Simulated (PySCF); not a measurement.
## Calculated data, C2H5BN

Computed with PySCF 2.14.0. Calculation on a computer-drawn molecule: the log of a Hartree-Fock and frozen-core CCSD(T) single point meant for a local Hartree-Fock minimum, with one planted fault or none, to be diagnosed. Offsets are logged minus clean, where the clean run is the same molecule without the fault. The reference is restricted for singlets and unrestricted otherwise, and also for a bond in bohr or an excited solution. Adding or removing an electron swaps singlet and doublet. The excited solution moves the top pair (singlet) or top alpha electron (doublet) to the lowest empty orbital. Highest occupied and lowest empty are orbital energies over both spins, largest force is the largest gradient component, triples share is (T) over the correlation energy, the T1 limit is 0.02 restricted and 0.045 unrestricted, electrons count all cores, a negative frequency is imaginary (commonest isotopes), and the dipole is about the centre of nuclear charge.

### C2H5BN

Logged structure:
```xyz
9
C2H5BN
B     -4.1504    -0.3876    -0.8756
N     -3.0993    -0.7857    -0.3466
C     -1.9503    -1.2013     0.2068
C     -0.6779    -0.4416    -0.0117
H     -5.1444    -0.0176    -1.3728
H     -1.9890    -2.0556     0.8707
H     -0.4788    -0.3098    -1.0792
H      0.1660    -0.9696     0.4338
H     -0.7298     0.5573     0.4355
```

| Quantity | Value |
| --- | --- |
| meant charge | 0 |
| meant multiplicity | 2 |
| meant basis | cc-pVDZ |
| logged electrons | 28 |
| logged basis functions | 81 |
| logged SCF converged | yes |
| logged spin squared | 0 |
| logged highest occupied | -17.958 eV |
| logged lowest empty | -5.0101 eV |
| logged largest force | 0.095582 hartree/bohr |
| logged T1 diagnostic | 0.017245 |
| logged D1 diagnostic | 0.061166 |
| logged triples share | 0.035148 |
| logged CC converged | yes |
| logged dipole magnitude | 1.1291 debye |
| logged SCF stable within its kind | yes |
| logged energy HF | -157.52669 hartree |
| logged energy CCSD(T) | -158.06803 hartree |
| possible faults | no fault, one electron removed, one electron added, multiplicity raised by two, geometry at a saddle point, SCF held on an excited solution, minimal basis STO-3G, one bond length entered in bohr, all coordinates scaled |
| planted fault | ? |

Drawn bonds:
| atom | other atom | order |
| --- | --- | --- |
| 1 | 2 | 2 |
| 2 | 3 | 1 |
| 3 | 4 | 1 |
| 1 | 5 | 1 |
| 3 | 6 | 1 |
| 4 | 7 | 1 |
| 4 | 8 | 1 |
| 4 | 9 | 1 |

Questions
1. C2H5BN: planted fault?

## Answers
1. one electron removed

Further results for C2H5BN:

| Quantity | Value |
| --- | --- |
| HF energy offset from clean run | 147 kcal/mol |
| CCSD(T) energy offset from clean run | 158.7 kcal/mol |
